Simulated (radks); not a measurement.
All-electron atom: Mg4+ in [He] 2s2 2p4.

Calculated with a radial shooting solver on a logarithmic mesh with Libxc functionals: Dirac Kohn-Sham, BLYP, spin-unpolarised, spherical densities, finite nucleus; open shells fill j = l - 1/2 first; Fermi nuclear charge, rms radius 3.057 fm.

Energy parts (eV):
| part | energy |
|---|---|
| total | -5237.220 |
| kinetic | 5248.296 |
| electron-nucleus | -11890.474 |
| Hartree | 1788.172 |
| exchange-correlation | -383.213 |

Orbitals (lengths in bohr, moments of r in powers of bohr):
orbital  occ.  eigenvalue (eV)     <r>
1s1/2       2        -1360.133  0.1305
2s1/2       2        -160.5931  0.6493
2p1/2       2        -129.1269  0.6049
2p3/2       2        -128.7659  0.6065
3s1/2       0         -47.4276   1.882

The highest occupied level is 2p3/2 at -128.77 eV. The density falls to 0.001 e/bohr^3 at r = 1.90 bohr.
